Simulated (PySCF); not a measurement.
Relaxation of triplet PtH₅⁻

Level of theory: UPBE0/[Pt def2-TZVPD with ECP60, H def2-TZVPD], scalar-relativistic core potentials, density fitting, no spin–orbit coupling, PySCF. A (50,194) grid was used.

A start displaced from a saddle point along its imaginary mode, of C3v symmetry, held to at least that symmetry:

```xyz
6
charge -1 multiplicity 3, angstrom
Pt    0.0000   -0.0017    0.0000
H    -0.0021    0.1200    1.6202
H     1.3997    0.1523   -0.8106
H    -0.0378    1.6390    0.0000
H    -1.4058    0.0876   -0.8096
H     0.0384   -1.6625    0.0000
```

Optimiser trace:
```json
{"step": "0", "E − E(last) (kJ/mol)": "1.04", "largest gradient (Eh/bohr)": "0.00142"}
{"step": "1", "E − E(last) (kJ/mol)": "0.94", "largest gradient (Eh/bohr)": "0.00097"}
{"step": "2", "E − E(last) (kJ/mol)": "0.71", "largest gradient (Eh/bohr)": "0.00124"}
{"step": "3", "E − E(last) (kJ/mol)": "0.36", "largest gradient (Eh/bohr)": "0.00249"}
{"step": "4", "E − E(last) (kJ/mol)": "0.17", "largest gradient (Eh/bohr)": "0.00232"}
{"step": "5", "E − E(last) (kJ/mol)": "0.08", "largest gradient (Eh/bohr)": "0.00136"}
{"step": "6", "E − E(last) (kJ/mol)": "0.01", "largest gradient (Eh/bohr)": "0.00038"}
{"step": "7", "E − E(last) (kJ/mol)": "0.00", "largest gradient (Eh/bohr)": "0.00005"}
```

It ends at C3v with Pt–H 1.619 Å (×3), Pt–H 1.627 Å, Pt–H 1.674 Å; H–Pt–H 79.6° (×3), H–Pt–H 100.4° (×3), H–Pt–H 116.8° (×3), H–Pt–H 180.0°. A frequency run shows a minimum. Other isomers or separated fragments may lie lower.

With open d or f shells other occupations or spin states may lie lower. At this level a singlet minimum of C2v symmetry lies 192 kJ/mol below this structure. With an element this heavy the missing spin–orbit coupling can shift these numbers.

The relaxation took of the order of 60 core-seconds on a shared host.
